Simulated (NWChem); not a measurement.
System: YF2 cation; SMILES [F][Y+][F]

Here is an NWChem input.

```
start job
memory heap 200 mb stack 900 mb global 1100 mb
charge 1
geometry units angstroms noautosym nocenter noautoz
  Y      0.000000     0.000000     0.187049
  F     -1.575246     0.000000    -0.917708
  F      1.575246     0.000000    -0.917708
end
basis spherical
  * library def2-svpd
end
ecp
  Y library def2-ecp
end
dft
  xc pbe0
  iterations 150
end
property
  response 1 0.0428
end
task dft property
```

The geometry was optimised at PBE-D3(BJ)/def2-SVP. This spin state was assumed; another may lie lower. def2 effective core potentials on Y; no spin-orbit coupling.

Field at 1065 nm.

Question: Predict the main results of this run. (PBE0/def2-SVPD with def2 effective core potentials on Y.) Quantities: isotropic polarisability (bohr³); anisotropy (bohr³).

Answer: 
- isotropic polarisability (bohr³): 21.7
- anisotropy (bohr³): 12.8
